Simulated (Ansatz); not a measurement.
## Interaction energy ladder

The pair of Ag⁺ (SMILES [Ag+], atom 1) and C2H2 (SMILES C#C, atoms 2–5), both closed shells, in one local arrangement (a lower one may exist), relaxed at PBE0-D4/def2-TZVP:

Ag1  (0.299, 1.053, -1.503)
C2  (0.104, 0.245, 0.668)
C3  (-0.228, -0.681, -0.046)
H4  (0.367, 0.962, 1.421)
H5  (-0.543, -1.579, -0.541)
(Å)

Computed with Ansatz 0.2.0 (basis: def2-TZVPPD, with def2-QZVPPD for the basis limit); correlated methods freeze the cores. Filled d shells of the heavier atoms are correlated. Core potentials replace the inner electrons of the atoms past krypton. B3LYP uses VWN-RPA correlation. Extrapolation: Hartree–Fock as exp(−7.88 √X), correlation as X^−2.97. Interaction energies count from these two fragments, frozen as in the pair, with the counterpoise correction; negative means bound.

What is the interaction energy by CCSD(T) at an estimated basis limit (MP2 extrapolated from triple and quadruple zeta, plus CCSD(T) − MP2 in triple zeta)? (Judge from chemistry; the value comes from the calculation.)

Computed: -33.42 kcal/mol. Hartree–Fock alone gives -18.08 kcal/mol at the basis limit. It counts from the two fragments frozen as in the pair.

The same quantity by other methods in triple zeta, and each one's difference from that estimate:
| method | E_int (kcal/mol) | difference |
| --- | --- | --- |
| PBE-D4 | -40.85 | -7.43 |
| revPBE-D4 | -37.27 | -3.85 |
| BLYP-D4 | -38.56 | -5.14 |
| r2SCAN-D4 | -40.79 | -7.37 |
| B97M-V | -37.59 | -4.17 |
| PBE0-D4 | -36.56 | -3.14 |
| B3LYP-D4 | -35.80 | -2.38 |
| HSE06-D4 | -36.54 | -3.11 |
| wB97X-V | -33.53 | -0.10 |
| wB97M-V | -33.53 | -0.10 |
| B2PLYP | -32.77 | 0.66 |
| HF | -17.63 | 15.79 |
| MP2 | -32.95 | 0.47 |
| CCSD | -27.43 | 5.99 |
| CCSD(T) | -29.23 | 4.20 |
Differences are method less estimate.

Energy to bend the free fragments (PBE0-D4 minima) into their shapes in the pair, CCSD(T)/def2-TZVPPD: C2H2 0.99 kcal/mol. This must be added to the interaction energy to get the binding energy from relaxed fragments.

Basis-set superposition shift (counterpoise-corrected less uncorrected): CCSD(T) 2.63; MP2 2.54; HF 0.10; PBE0-D4 0.11; wB97M-V 0.14 kcal/mol.

T1 diagnostic: at most 0.014.

For scale, one of the runs: CCSD(T)/def2-TZVPPD, 164 basis functions, launched by `ansatz run in.yaml --threads 2 --pin off --events-out ev --progress --plain --max-ram 5222MiB`. The run took 31 s on 2 CPU threads of an Intel Xeon Platinum 8259CL (shared host), with 1.1 GiB of host memory at its peak.
